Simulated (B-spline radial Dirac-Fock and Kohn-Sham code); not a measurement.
## Satellites and hypersatellites of the K lines of Gd⁴³⁺

System: gadolinium as Gd⁴³⁺ in the configuration [Ar] 3d3.

Calculated with a radial atomic solver, using ΔSCF Dirac-Fock with Breit, self-energy and vacuum polarisation, finite nucleus, configuration average. Each two-hole energy is an average over J within one jj subconfiguration, not an observable level; in light atoms, where LS coupling holds, the j-resolved values are not observed lines, and for a K spectator the Kα1 hypersatellite is nearly forbidden. The model has no electron correlation.

Lines without a spectator: Kα2 (K-L2) 42365.5 eV, Kα1 (K-L3) 43063.4 eV, Kβ3 (K-M2) 48937.9 eV, Kβ1 (K-M3) 49105.1 eV. Shifts in eV with one spectator hole (a dash: not computed, or left out as unreliable):

| spectator hole | Kα2 | Kα1 | Kβ3 | Kβ1 |
| --- | --- | --- | --- | --- |
| K (1s) | +798.8 | +843.1 | +1038.2 | +1049.5 |
| L2 (2p1/2) | +100.3 | +130.5 | – | +266.4 |
| L3 (2p3/2) | +86.2 | +90.9 | +218.8 | – |
| M2 (3p1/2) | – | +23.67 | +52.5 | +60.7 |
| M3 (3p3/2) | +15.70 | – | +49.4 | +49.8 |
